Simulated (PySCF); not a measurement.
Here is a computed GFN2-xTB geometry (Å):
```
atom  x, y, z in Å
C1     2.7741   -0.2979    0.1149
C2     1.7371    0.2241   -0.1727
C3     0.4755    0.8570   -0.5174
C4    -0.4128   -0.1230   -1.3086
C5    -0.7943   -1.2374   -0.3614
S6    -1.1773   -0.3186    1.1733
O7    -0.5779   -0.9551    2.3119
O8    -2.5875   -0.0458    1.2351
C9    -0.2888    1.2267    0.7449
H10    3.6837   -0.7523    0.3723
H11    0.6842    1.7455   -1.1243
H12    0.1182   -0.4979   -2.1848
H13   -1.3124    0.3998   -1.6394
H14    0.0344   -1.9028   -0.1398
H15   -1.6747   -1.7932   -0.6631
H16   -1.0418    1.9894    0.5718
H17    0.3532    1.4934    1.5774
```

Charge 0, singlet.

(1) Read off the bonds between heavy atoms and their formal orders.

(2) Which species is it?

(3) What is the point group of this geometry?

(4) Which rings does it hold (smallest set)?

(5) Describe the place of each heavy atom.

(6) What is the arrangement about C9?

(7) What is the arrangement about C1?

Answers

(1) C1–C2 1.20 Å (triple); C2–C3 1.45 Å (single); C3–C4 1.54 Å (single); C4–C5 1.51 Å (single); C5–S6 1.83 Å (single); S6–O7 1.44 Å (double); S6–O8 1.44 Å (double); S6–C9 1.83 Å (single); C3–C9 1.52 Å (single). Bonds to hydrogen (Å): C1–H10 1.05; C3–H11 1.10; C4–H12 1.09; C4–H13 1.09; C5–H14 1.09; C5–H15 1.08; C9–H16 1.09; C9–H17 1.08. The orders are those of one drawing; other resonance forms can be drawn.

(2) `C#C[C@H]1CCS(=O)(=O)C1`, C6H8O2S. Among its features: alkyne and sulfone.

(3) C1 (no symmetry element, even within 0.4 Å).

(4) C3–C4–C5–S6–C9 (5 members, 0.21 Å rms from planarity).

(5) C1: terminal alkyne carbon; C2: alkyne carbon; C3: propargylic carbon; C4: ring CH2 carbon; C5: sp3 carbon bound to sulfur; S6: sulfonyl sulfur; O7: sulfonyl oxygen; O8: sulfonyl oxygen; C9: sp3 carbon bound to sulfur.

(6) It has 4 neighbours (S6, C3, H16, H17) and is distorted tetrahedral (angles from 103.4° to 113.5°).

(7) It has 2 neighbours (C2, H10) and is linear (angle 179.7°).
